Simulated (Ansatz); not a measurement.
Born–Oppenheimer molecular dynamics of BrClH3Si (6 atoms, charge -1, multiplicity 1). It starts from a relaxed structure.

Computed with Ansatz, RKS PBE0/def2-SVP.

| Property | Result |
| --- | --- |
| ensemble | NVT, Langevin thermostat |
| time step | 2.5 fs |
| steps asked | 40 |
| set temperature | 500 K |
| friction | 0.01 /fs |
| seed | 322430 |

First frame:

```xyz
6
Properties=species:S:1:pos:R:3
Br -0.050 0.100 -2.451
Si 0.034 -0.135 0.279
Cl -0.435 1.933 0.407
H 0.091 -0.311 1.809
H 1.445 -0.507 -0.036
H -1.084 -1.081 -0.008
```

Question: How far do the bonds stretch over the last three quarters of this one trajectory? (Pairs bonded in most of those frames.)

Answer: 
```csv
bond,mean (Å),spread (Å),shortest,longest
Br1–Si2,2.660,0.068,2.56,2.76
Si2–Cl3,2.147,0.050,2.07,2.21
Si2–H4,1.554,0.053,1.46,1.64
Si2–H5,1.518,0.072,1.42,1.67
Si2–H6,1.500,0.040,1.45,1.57
```

Mean temperature of the second half: 429 K. The mean temperature of the second half is 14 % below the set value. A step of 2.5 fs is long for free X–H stretches (periods near 10 fs) and can bias their spread and the temperature. A run of 0.1 ps of so small a system gives no equilibrium averages. Limits of this set-up: an anion without diffuse functions, the dipole of an ion depends on the origin.

Run time: 5.7 min on 1 thread of Intel(R) Xeon(R) Processor @ 2.50GHz (Skylake/Cascade Lake) (shared host), peak memory 0.18 GiB.
